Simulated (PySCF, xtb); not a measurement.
C3H7FSi, SMILES F[C@H]1C[C@@H]1[SiH3].

Harmonic wavenumbers (cm⁻¹) from GFN2-xTB (xtb) at its own minimum, in rising order: 70, 166, 221, 354, 414, 533, 549, 711, 772, 783, 791, 835, 901, 972, 1007, 1036, 1072, 1080, 1141, 1227, 1253, 1379, 1458, 2259, 2273, 2279, 3040, 3047, 3088, 3103.

Task: What does PySCF with PBE-D3(BJ)/def2-SVP give at its own minimum? (Estimate from the structure and the level; the computed values follow.)

Result: 112, 150, 205, 350, 413, 568, 612, 700, 801, 859, 887, 908, 915, 936, 965, 1012, 1029, 1057, 1147, 1176, 1233, 1350, 1422, 2154, 2164, 2167, 3058, 3070, 3083, 3158. Paired by order, the mean absolute difference is 40 cm⁻¹ and the zero-point energies are 54.1 and 53.8 kcal/mol.
